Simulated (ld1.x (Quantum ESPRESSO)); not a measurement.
# BLYP PAW dataset for nitrogen, scalar-relativistic all-electron reference.

N (Z = 7), PAW, made with ld1.x (Quantum ESPRESSO) 7.5 (BLYP, scalar-relativistic). Core [He], reference 2s2 2p3. Waves: 2s (bound): rcut 1.00, rcutus 1.10 bohr; 2s channel at -0.85 Ry: rcut 1.00, rcutus 1.10 bohr; 2p (bound): rcut 2.00, rcutus 2.70 bohr; 2p channel at -0.2 Ry: rcut 2.00, rcutus 2.70 bohr; 3d channel at 0.45 Ry: rcut 2.50, rcutus 2.85 bohr; 3d channel at 1.65 Ry: rcut 2.50, rcutus 2.85 bohr. Local part: all-electron potential smoothed inside 2.15 bohr (lloc = -1). Core correction: a·sin(br)/r model core, default radius (core density twice the valence density). Augmentation charge: BESSEL, radius 0.85 bohr.

Results:

```json
{
 "Configuration tests": "test run stopped at test 2 of 7 (negative rho), 1 before it not solved; not counted: 2s2 2p2 (solver errors, printed error -125 eV)",
 "Lowest eigenvalue of the overlap operator": "-0.99 (s channel); it is negative, so in a basis up to 400 Ry S is not positive definite and the file is unfit for use"
}
```

The ghost test of this file was not conclusive. Its overlap operator is not positive definite in a basis up to 400 Ry (lowest eigenvalue s -0.99), so the file is unfit for use: the generalised eigenproblem breaks down once the basis is large enough, and its test numbers describe a broken file.

Generation and tests took about 0.97 s on one core of a shared server CPU.
